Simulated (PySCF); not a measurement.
Match each property card to its molecule.

Structures:
1. `CBNC` (C2H8BN)
2. `FSSF` (S2F2)
3. `C[Si](O)(O)O` (CH6O3Si)
4. `[H][In]([H])[C]#N` (CH2InN)

Card P (geometry PBE0-D3(BJ)/def2-SVP):
* Rotational constants A, B, C: 3.937, 3.625, 3.459 GHz
* Static isotropic polarisability (B3LYP/def2-SVPD): 49.4 au
* Dipole moment (B3LYP/def2-SVPD): 1.41 D
* HOMO energy (B3LYP/def2-SVPD): -8.62 eV
* Strongest line among the 10 lowest singlet transitions (TDDFT B3LYP/def2-SVPD): S2 at 7.43 eV (167 nm, f = 0.061)

Card Q (geometry PBE0-D3(BJ)/def2-SVP):
* Rotational constants A, B, C: 11.001, 2.716, 2.526 GHz
* Static isotropic polarisability (B3LYP/def2-SVPD): 45.0 au
* HOMO energy (B3LYP/def2-SVPD): -8.45 eV
* Dipole moment (B3LYP/def2-SVPD): 1.56 D
* Strongest line among the 10 lowest singlet transitions (TDDFT B3LYP/def2-SVPD): S8 at 6.88 eV (180 nm, f = 0.095)
* Vertical ionisation energy (ΔSCF B3LYP/def2-SVPD): 11.06 eV
* Lowest triplet excitation (Tamm–Dancoff) (TDA B3LYP/def2-SVPD): 3.98 eV

Card R (geometry PBE0-D3(BJ)/def2-SVP):
- Rotational constants A, B, C: 32.991, 3.602, 3.385 GHz
- Dipole moment (PBE0-D3(BJ)/def2-SVP): 1.73 D
- Point group: Cs

Card S (geometry PBE0-D3(BJ)/def2-SVP):
- Rotational constants A, B, C: 103.082, 2.891, 2.812 GHz
- Static isotropic polarisability (B3LYP/def2-SVPD): 50.8 au
- Strongest line among the 10 lowest singlet transitions (TDDFT B3LYP/def2-SVPD): S10 at 7.87 eV (158 nm, f = 0.106)
- Vertical ionisation energy (ΔSCF B3LYP/def2-SVPD): 11.12 eV
- Dipole moment (B3LYP/def2-SVPD): 4.44 D

Species are written as SMILES; each is one conformer at its optimised geometry, gas phase (atoms past krypton carry core potentials, spin–orbit coupling is left out); the electronic structure was computed with PySCF and density fitting.

Task: Which card belongs to which structure?

Result: P = 3, Q = 2, R = 1, S = 4. What ties each card to its structure:
- 1 (card R), C2H8BN, monoisotopic mass 57.1 u, 4 heavy atoms: point group Cs; an asymmetric top with C = 3.385 GHz; dipole 1.73 D.
- 2 (card Q), S2F2, monoisotopic mass 101.9 u, 4 heavy atoms: an asymmetric top with C = 2.526 GHz, the lowest such constant on the cards; polarisability 45.0 au for 50 electrons, the smallest shown; dipole 1.56 D.
- 3 (card P), CH6O3Si, monoisotopic mass 94.0 u, 5 heavy atoms: an asymmetric top with C = 3.459 GHz, the highest such constant on the cards; polarisability 49.4 au for 50 electrons; dipole 1.41 D.
- 4 (card S), CH2InN, monoisotopic mass 142.9 u, 3 heavy atoms: an asymmetric top with C = 2.812 GHz; polarisability 50.8 au for 64 electrons, the largest shown; dipole 4.44 D.
